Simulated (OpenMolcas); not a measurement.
A ladder of methods for CH7NSn (SMILES C[NH][SnH3])

The species is CH7NSn (10 atoms), meant as a singlet with charge 0. SMILES: `C[NH][SnH3]`. Geometry: relaxed at PBE0-D4/def2-TZVP.

Quantity: the dipole moment, in D. The values are calculated.

| level | kind | program | value (D) |
| --- | --- | --- | --- |
| HF/def2-SVP (core potential) | Hartree–Fock | OpenMolcas | 0.93 |
| SVWN5/def2-SVP (core potential) | LDA | OpenMolcas | 0.84 |
| revPBE/def2-SVP (core potential) | GGA | OpenMolcas | 0.80 |
| M06-L/def2-SVP (core potential) | meta-GGA | OpenMolcas | 0.81 |
| TPSS/def2-SVP (core potential) | meta-GGA | OpenMolcas | 0.83 |
| B3LYP/def2-SVP (core potential) | global hybrid | OpenMolcas | 0.82 |
| BHLYP/def2-SVP (core potential) | global hybrid | OpenMolcas | 0.86 |
| M06-2X/def2-SVP (core potential) | hybrid meta-GGA | OpenMolcas | 0.86 |

The values span 0.80 to 0.93 D. Magnitudes only.
